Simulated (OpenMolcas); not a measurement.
## Exact exchange and the dipole moment of CH3ClFIn

The species is CH3ClFIn (7 atoms), meant as a singlet with charge 0. SMILES: `[CH3][In]([F])[Cl]`. Geometry: relaxed at PBE0-D4/def2-TZVP.

The dipole moment y, in D, basis def2-SVP with a core potential; a is the functional's share of exact exchange. Programs: OpenMolcas 26.06.

| functional | program | a | y (D) |
| --- | --- | --- | --- |
| PBE | OpenMolcas | 0 | 3.83 |
| TPSS | OpenMolcas | 0 | 3.90 |
| B3LYP | OpenMolcas | 0.2 | ? |
| PBE0 | OpenMolcas | 0.25 | 4.03 |
| BHLYP | OpenMolcas | 0.5 | 4.14 |

Q: Fit y = c + s·a to the known rows and predict B3LYP.

A: 
1. Means of the 4 rows: a = 0.1875, y = 3.975.
2. Σ(Δa)² = 0.17188, Σ(Δa·Δy) = 0.09625, so the slope is 0.09625/0.17188 = 0.55998.
3. Intercept: 3.975 − (0.55998) × 0.1875 = 3.870. The largest residual of the fit is 0.040.
4. B3LYP: 3.870 + (0.55998) × 0.2 = 3.98 D.

The run gave 3.97 D, so the prediction is off by +0.01 D, within the largest residual. More exact exchange makes the molecule more polar here. The rows mix families of semi-local functionals, which the line can't see.
